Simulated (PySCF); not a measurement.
# Deuteron quadrupole couplings in `C[C@@H]1[SiH2]C[C@@H]1C(F)=C(F)F`

Species: C6H9F3Si.
Z-matrix (Å and degrees, GFN2-xTB geometry), rows numbered from 1:
```
C 
C   1  1.5193
Si  2  1.9226  1  121.89
C   3  1.9142  2   75.63  1  -136.02
C   4  1.5467  3   91.10  2    14.05
C   5  1.4871  2  111.93  1    27.48
F   6  1.3503  5  116.05  2    62.71
C   6  1.3262  5  126.00  2  -117.20
F   8  1.3286  6  126.26  5  -179.91
F   8  1.3314  6  123.26  5    -0.22
H   1  1.0879  2  109.77  3   -73.45
H   1  1.0872  2  111.46  3    46.01
H   1  1.0903  2  110.98  3   166.97
H   2  1.0930  1  108.24  3   129.97
H   3  1.4575  2  115.03  1   -24.48
H   3  1.4609  2  116.23  1   110.69
H   4  1.0873  3  114.05  2   -99.42
H   4  1.0870  3  119.04  2   131.94
H   5  1.0921  2  113.62  1   -94.96
```

Level: PBE0/pcSseg-1 (PySCF, non-relativistic); Q(2H) = 0.00286 b; rigid geometry, the same for H and D, with no vibrational averaging.

Question: Rank these positions by the coupling χzz of a deuteron there, largest first.
A. H16 (Si–H hydrogen)
B. H18 (methylene hydrogen)
C. H19 (methine hydrogen)
D. H13 (methyl hydrogen)

Answer: B (215 kHz), D (209 kHz), C (201 kHz), A (111 kHz).

Q: What are Vzz, η and χzz (234.96 MHz × Q × Vzz) at all hydrogens?

A: 
```json
{"atom": "H11", "bonded to": "C1", "bond length (Å)": "1.088", "Vzz (au)": "0.3159", "η": "0.02", "χzz (kHz)": "212"}
{"atom": "H12", "bonded to": "C1", "bond length (Å)": "1.087", "Vzz (au)": "0.3116", "η": "0.02", "χzz (kHz)": "209"}
{"atom": "H13", "bonded to": "C1", "bond length (Å)": "1.090", "Vzz (au)": "0.3106", "η": "0.02", "χzz (kHz)": "209"}
{"atom": "H14", "bonded to": "C2", "bond length (Å)": "1.093", "Vzz (au)": "0.3077", "η": "0.05", "χzz (kHz)": "207"}
{"atom": "H15", "bonded to": "Si3", "bond length (Å)": "1.457", "Vzz (au)": "0.1672", "η": "0.01", "χzz (kHz)": "112"}
{"atom": "H16", "bonded to": "Si3", "bond length (Å)": "1.461", "Vzz (au)": "0.1648", "η": "0.00", "χzz (kHz)": "111"}
{"atom": "H17", "bonded to": "C4", "bond length (Å)": "1.087", "Vzz (au)": "0.3222", "η": "0.04", "χzz (kHz)": "217"}
{"atom": "H18", "bonded to": "C4", "bond length (Å)": "1.087", "Vzz (au)": "0.3204", "η": "0.06", "χzz (kHz)": "215"}
{"atom": "H19", "bonded to": "C5", "bond length (Å)": "1.092", "Vzz (au)": "0.2994", "η": "0.05", "χzz (kHz)": "201"}
```

Q: Average by the element that carries the hydrogen.

A: on C: 210 kHz over 7 positions, mean bond length 1.089 Å; on Si: 112 kHz over 2 positions, mean bond length 1.459 Å.

Isolated species at its GFN2-xTB geometry (one conformer only). GFN2-xTB bond lengths can be off by several hundredths of an ångström, more for odd bonds, and the gradients follow them. With so small a basis the couplings can be 20 % off.
